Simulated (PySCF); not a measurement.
Species: NiCl2 (triplet state).
Cartesian coordinates in Å at the PBE0-D3(BJ)/def2-SVP level; atoms count from 1:
```xyz
3
NiCl2 angstrom
Ni     0.000    0.000    0.000
Cl    -0.019   -0.024    2.100
Cl     0.019    0.024   -2.100
```

Method: PySCF, PBE0-D3(BJ)/def2-SVP geometry optimisation, gas phase.

Take the most abundant isotopes and a rigid rotor. 

Problem. What are the moment of inertia and the rotational constant?

Solution. I = 308.628 u·Å², B = 505379 MHz·u·Å²/I = 1638 MHz (0.0546 cm⁻¹, or 0.079 K as hB/k).

If the electronic state has orbital angular momentum about the axis (Π, Δ; not determined here), the simple ladder of levels BJ(J+1) doesn't apply.

Stationary, but not proved a minimum. ⟨S²⟩ = 2.004 (exact for a triplet: 2.00). Constants of a rigid frame at the computed geometry: no zero-point averaging, no centrifugal distortion.

On one thread of an x86-64 server, no GPU, on a shared host, this took 13 s wall. These figures are those of the optimisation.

Neither the SCF state along the optimisation nor the shape of the open-shell metal species was proved the lowest: other solutions of the same spin, or a structure of lower symmetry, can lie below.
